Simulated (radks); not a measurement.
Values are calculated unless marked as measured or tabulated.
Ho49+, configuration [Ar]. Level of theory: Dirac Kohn-Sham, PBE, spin-unpolarised, spherical densities, finite nucleus; Fermi nuclear charge, rms radius 5.2022 fm (a radial shooting solver on a logarithmic mesh with Libxc functionals). Some entries of the table are withheld. Estimate them.

orbital,occ.,eigenvalue (hartree),r(max) (bohr)
1s1/2,2,(1),0.01311
2s1/2,2,(2),0.07449
2p1/2,2,(3),0.05603
2p3/2,4,(4),0.06205
3s1/2,2,-176.3765,0.2018
3p1/2,2,-170.5869,(5)
3p3/2,4,-162.5283,(6)
3d3/2,0,-154.2202,0.1543
3d5/2,0,-152.3138,0.1573
4s1/2,0,-91.91547,(7)

Answer. 
(1) 1s1/2 eigenvalue (hartree): -2156.983
(2) 2s1/2 eigenvalue (hartree): -457.5479
(3) 2p1/2 eigenvalue (hartree): -442.3078
(4) 2p3/2 eigenvalue (hartree): -410.2863
(5) 3p1/2 r(max) (bohr): 0.1886
(6) 3p3/2 r(max) (bohr): 0.1995
(7) 4s1/2 r(max) (bohr): 0.4062
